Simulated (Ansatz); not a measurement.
A calculation with Ansatz (development build ahead of 0.2.0).

```yaml
crystal:
  periodic: [false, false, false]
  atoms:
    - { symbol: H, position_ang: [-1.66496, -1.66492, -1.29408] }
    - { symbol: H, position_ang: [-1.64106, -1.64045, -2.02391] }
    - { symbol: H, position_ang: [-1.64035, -1.64065, 2.02406] }
    - { symbol: H, position_ang: [-1.66516, -1.66547, 1.29426] }
    - { symbol: H, position_ang: [-1.66493, 1.66688, -1.2942] }
    - { symbol: H, position_ang: [-1.64038, 1.64047, -2.02399] }
    - { symbol: H, position_ang: [-1.63931, 1.64025, 2.02383] }
    - { symbol: H, position_ang: [-1.66691, 1.66391, 1.29404] }
    - { symbol: H, position_ang: [1.66709, -1.67048, -1.29427] }
    - { symbol: H, position_ang: [1.63846, -1.63648, -2.02395] }
    - { symbol: H, position_ang: [1.63989, -1.64065, 2.02387] }
    - { symbol: H, position_ang: [1.66607, -1.66395, 1.29406] }
    - { symbol: H, position_ang: [1.66273, 1.66857, -1.29413] }
    - { symbol: H, position_ang: [1.64307, 1.6364, -2.02391] }
    - { symbol: H, position_ang: [1.63979, 1.64105, 2.02404] }
    - { symbol: H, position_ang: [1.66593, 1.66558, 1.29423] }
basis:
  gaussian: { orbitals: "6-31G" }
hamiltonian:
  xc: hf
```

The input is written out in the form of the current development build from the run's settings.

The run gave:

```yaml
Converged: yes
Total_energy: -9.01242 hartree
Spin_squared_of_the_determinant: 0.000
```
